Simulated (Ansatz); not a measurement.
HfOCl, SMILES [O]=[Hf][Cl] (connectivity only; charge and spin as stated), neutral, multiplicity 2.

The structure is a stationary point at B3LYP-D3(BJ)/def2-TZVP. The spin state was assumed, not searched. The def2 effective core potentials stand for the cores of Hf; spin–orbit coupling is left out.

Two levels are set side by side: PBE/def2-TZVPD (Ansatz, a quantum-chemistry and plane-wave program) and PBE0/def2-TZVPD (Ansatz). Energy differences of separate SCF runs at the same geometry; the states with an electron removed or added have multiplicity 1 and 1. Differences are taken from unrounded values.

```tsv
quantity	PBE0
vertical ionisation energy (eV)	7.77
vertical electron affinity (eV)	1.70
```

Q: What does PBE give, and how far is it from PBE0? (The exact figures need the calculation; the answer reports its results.)

A: 
```
quantity                          PBE  PBE minus PBE0
-------------------------------  ----  --------------
vertical ionisation energy (eV)  7.70           -0.08
vertical electron affinity (eV)  1.69           -0.01
```

On these quantities the two levels nearly agree.
